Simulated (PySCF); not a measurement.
**C₆ coefficients of unlike pairs at PBE**

Calculated with PySCF 2.14 from the dipole response of each species, C₆(A,B) = (3/π) ∫ α_A(iu) α_B(iu) du, in atomic units, from isotropic polarisabilities. For ions this is the dispersion term alone; charge-induced terms of lower order in 1/R come first.

```
species           configuration                                                                                 basis     relativity  α (bohr³)  C₆ (like pair)
   Co³⁺           [Ar] 3d6 (5D)                                                             def2-QZVPPD (11s6p5d4f2g)           none      1.829           4.367
   Ni³⁺           [Ar] 3d7 (4F)                                                        aug-cc-pwCVTZ-DK (10s9p7d4f3g)  spin-free X2C      1.785           4.260
   Se²⁺  [Ar] 3d10 4s2 4p2 (3P)                                                             def2-QZVPPD (12s8p5d4f1g)           none      9.511           44.89
   Si³⁺           [Ne] 3s1 (2S)  aug-cc-pV(Q+d)Z with one added diffuse shell each of s, p, d, f, g type (8s7p6d4f3g)           none      7.077           13.22
```

(1) Estimate C₆ for Si³⁺ with Se²⁺.

No spin-orbit coupling is included.

The other pairs:

```tsv
pair	C₆
Si³⁺, Co³⁺	5.882
Se²⁺, Co³⁺	12.59
Se²⁺, Ni³⁺	12.36
Ni³⁺, Co³⁺	4.312
Si³⁺, Ni³⁺	5.770
```

Answers

(1) The integral gives 23.33. The combination rule 2 C_A C_B / (C_A α_B/α_A + C_B α_A/α_B) gives 23.19 and the geometric mean 24.36.
